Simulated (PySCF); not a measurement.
HO₃S, charge -1. Atoms are numbered in the order given.

```xyz
5

S      0.0000     0.0000     0.1749
O     -1.2573    -0.7259    -0.1815
O      0.0000     1.4518    -0.1815
O      1.2573    -0.7259    -0.1815
H      0.0000     0.0000     1.5584
```
Charge -1, spin multiplicity 1.

Geometry optimised at B3LYP-D3(BJ)/def2-SVPD.

The numbers are results of PySCF with SMD-ωB97X/def2-SVPD, not measurements.

Solvation free energies are E(SMD) − E(gas) at the gas-phase geometry, for 1 M in both phases.

**Question.** Rank water, 1-octanol, benzene by solvation free energy, most negative first.

**Answer.** water (-66.7 kcal/mol), 1-octanol (-56.3 kcal/mol), benzene (-32.1 kcal/mol)
